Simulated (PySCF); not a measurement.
selenium atom (Se), triplet; BLYP/pcseg-1 in PySCF.

The PySCF input:
```python
from pyscf import gto, scf, dft

mol = gto.Mole()
mol.atom = '''
    Se    0.00000000    0.00000000    0.00000000
'''
mol.basis = 'pcseg-1'
mol.spin = 2
mol.verbose = 5
mol.build()

mf = dft.UKS(mol)
mf.xc = 'blyp'
mf.kernel()
mf.analyze()
```

Output, abridged:

```
PySCF version 2.14.0

[INPUT] verbose = 5
[INPUT] max_memory = 4000
[INPUT] num. atoms = 1
[INPUT] num. electrons = 34
[INPUT] charge = 0
[INPUT] spin (= nelec alpha-beta = 2S) = 2
[INPUT] symmetry False subgroup None
[INPUT] Mole.unit = angstrom
[INPUT] Symbol           X                Y                Z      unit          X                Y                Z       unit  Magmom
[...]
[INPUT] ---------------- BASIS SET ----------------
[INPUT] l, kappa, [nprim/nctr], expnt,             c_1 c_2 ...
[INPUT] Se
[...]
                                16033.5           0.0140628    0    0    0    0
                                3648.55           0.0698778    0    0    0    0
                                1030.51           0.244139    0    0    0    0
                                335.807            0.5    0    0    0    0
                                115.993           0.396624    0    0    0    0
                                221.948              0 -0.0795948    0    0    0
                                26.7743              0  0.5    0    0    0
                                12.0806              0 0.369956    0    0    0
                                4.172                0 0.043985    0    0    0
                                3.26597              0    0  0.5    0    0
                                1.35565              0    0 0.230246    0    0
                                0.326566             0    0    0    1    0
                                0.11849              0    0    0    0    1
[...]
                                658.708           0.0239501    0    0    0
                                212.226           0.111895    0    0    0
                                79.4029           0.323826    0    0    0
                                32.1682            0.5    0    0    0
                                13.0029           0.279638    0    0    0
                                8.29337              0 0.289271    0    0
                                3.45432              0  0.5    0    0
                                1.44531              0 0.255922    0    0
                                0.469002             0    0    1    0
                                0.130992             0    0    0    1
[...]
                                44.1776           0.0819576    0
                                16.0701           0.272708    0
                                6.34017           0.490039    0
                                2.44942            0.5    0
                                0.866162          0.233781    0
                                0.287                0    1

nuclear repulsion = 0
number of shells = 3
number of NR pGTOs = 82
number of NR cGTOs = 27
basis = pcseg-1
ecp = {}

******** <class 'pyscf.dft.uks.UKS'> ********
method = UKS
initial guess = minao
damping factor = 0
level_shift factor = 0
DIIS = <class 'pyscf.scf.diis.CDIIS'>
diis_start_cycle = 1
diis_space = 8
diis_damp = 0
SCF conv_tol = 1e-09
SCF conv_tol_grad = None
SCF max_cycles = 50
direct_scf = True
direct_scf_tol = 1e-13
number electrons alpha = 18  beta = 16
XC library pyscf.dft.libxc version 7.1.2
    S. Lehtola, C. Steigemann, M. J. T. Oliveira, and M. A. L. Marques,  SoftwareX 7, 1–5 (2018)
XC functionals = blyp
    A. D. Becke,  Phys. Rev. A 38, 3098 (1988)
    C. Lee, W. Yang, and R. G. Parr,  Phys. Rev. B 37, 785 (1988)
    B. Miehlich, A. Savin, H. Stoll, and H. Preuss,  Chem. Phys. Lett. 157, 200 (1989)
radial grids:
    Treutler-Ahlrichs [JCP 102, 346 (1995); DOI:10.1063/1.469408] (M4) radial grids

becke partition: Becke, JCP 88, 2547 (1988); DOI:10.1063/1.454033
pruning grids: <function nwchem_prune>
grids dens level: 3
symmetrized grids: False
atomic radii adjust function: <function treutler_atomic_radii_adjust>
small_rho_cutoff = 0
Set gradient conv threshold to 3.16228e-05
atom Se rad-grids = 90, ang-grids = [ 50  50  50  50  50  50  50  50  50  50  50  50  50  50  50  50  50  50
[...]
SCF not converged.
Total Energy =                       -2401.266164166105227
[...]
0 Se 2px         0.00000   0.00000   0.00000   0.00000   0.00184
0 Se 2py         0.00000  -0.00000   0.00000   0.00000  -0.00063
0 Se 2pz         0.00000  -0.00000  -0.00000   0.00000  -0.00024
0 Se 3px        -0.00000  -0.00000  -0.00000   0.00000  -0.00815
0 Se 3py        -0.00000   0.00000  -0.00000  -0.00000   0.00279
0 Se 3pz        -0.00000  -0.00000   0.00000  -0.00000   0.00107
0 Se 4px         0.00000   0.00000   0.00000  -0.00000   0.00438
0 Se 4py         0.00000  -0.00000   0.00000   0.00000  -0.00149
0 Se 4pz         0.00000   0.00000  -0.00000   0.00000  -0.00057
0 Se 5px         0.00000   0.00000   0.00000  -0.00000  -0.93859
0 Se 5py         0.00000  -0.00000   0.00000   0.00000   0.32195
0 Se 5pz         0.00000   0.00000  -0.00000   0.00000   0.12366
0 Se 3dxy        0.00047   0.00260  -0.00025  -0.00462  -0.00000
0 Se 3dyz       -0.00256   0.00111  -0.00499  -0.00125  -0.00000
0 Se 3dz^2      -0.00451   0.00284   0.00344   0.00007  -0.00000
0 Se 3dxz       -0.00248  -0.00502   0.00092  -0.00299   0.00000
0 Se 3dx2-y2    -0.00305  -0.00064  -0.00171   0.00271   0.00000
0 Se 4dxy       -0.07025  -0.40243   0.03832   0.73774  -0.00000
0 Se 4dyz        0.39162  -0.17293   0.78212   0.19813  -0.00000
0 Se 4dz^2       0.69160  -0.43989  -0.54038  -0.00804  -0.00000
0 Se 4dxz        0.38110   0.77735  -0.14729   0.47808   0.00000
0 Se 4dx2-y2     0.46703   0.10157   0.27033  -0.43338   0.00000
               #26       #27
0 Se 1s         -0.00000  -0.00000
0 Se 2s          0.00000   0.00000
0 Se 3s         -0.00000  -0.00000
0 Se 4s          0.00000   0.00000
0 Se 5s         -0.00000  -0.00000
0 Se 2px         0.00063  -0.00024
0 Se 2py         0.00135  -0.00127
0 Se 2pz         0.00128   0.00147
0 Se 3px        -0.00278   0.00107
0 Se 3py        -0.00594   0.00560
0 Se 3pz        -0.00562  -0.00644
0 Se 4px         0.00176  -0.00074
0 Se 4py         0.00374  -0.00383
0 Se 4pz         0.00355   0.00442
0 Se 5px        -0.32161   0.12455
0 Se 5py        -0.68758   0.65075
0 Se 5pz        -0.65092  -0.74893
0 Se 3dxy        0.00000  -0.00000
0 Se 3dyz        0.00000  -0.00000
0 Se 3dz^2       0.00000   0.00000
0 Se 3dxz        0.00000   0.00000
0 Se 3dx2-y2     0.00000  -0.00000
0 Se 4dxy        0.00000  -0.00000
0 Se 4dyz        0.00000  -0.00000
0 Se 4dz^2       0.00000   0.00000
0 Se 4dxz        0.00000   0.00000
0 Se 4dx2-y2     0.00000  -0.00000

To work with the spin densities directly, `use mulliken_meta_spin()` only printing them here.

 ** Mulliken spin pop alpha/beta on meta-lowdin orthogonal AOs **
 ** Mulliken Spin Density (per AO)  **
spin_pop of  0 Se 1s        0.00000
spin_pop of  0 Se 2s        0.00000
spin_pop of  0 Se 3s       -0.00001
spin_pop of  0 Se 4s       -0.00009
spin_pop of  0 Se 5s        0.00004
spin_pop of  0 Se 2px       0.00000
spin_pop of  0 Se 2py       0.00000
spin_pop of  0 Se 2pz       0.00000
spin_pop of  0 Se 3px       0.00000
spin_pop of  0 Se 3py       0.00007
spin_pop of  0 Se 3pz       0.00008
spin_pop of  0 Se 4px       0.08502
spin_pop of  0 Se 4py       0.93711
spin_pop of  0 Se 4pz       0.97724
spin_pop of  0 Se 5px       0.00020
spin_pop of  0 Se 5py       0.00014
spin_pop of  0 Se 5pz       0.00013
spin_pop of  0 Se 3dxy     -0.00005
spin_pop of  0 Se 3dyz     -0.00004
spin_pop of  0 Se 3dz^2    -0.00005
spin_pop of  0 Se 3dxz     -0.00005
spin_pop of  0 Se 3dx2-y2   -0.00005
spin_pop of  0 Se 4dxy      0.00006
spin_pop of  0 Se 4dyz      0.00005
spin_pop of  0 Se 4dz^2     0.00006
spin_pop of  0 Se 4dxz      0.00005
spin_pop of  0 Se 4dx2-y2    0.00007
 ** Mulliken Spin Density (per atom)  **
spin density of  0 Se =      2.00000
 ** Mulliken pop alpha/beta on meta-lowdin orthogonal AOs **
 ** Mulliken pop       alpha | beta **
[...]
In total            18.00000 | 16.00000
 ** Mulliken atomic charges   ( Nelec_alpha | Nelec_beta ) **
charge of  0Se =     -0.00000  (    18.00000     16.00000 )
Dipole moment(X, Y, Z, Debye):  0.00000, -0.00000,  0.00000
```

Convergence was not reached.
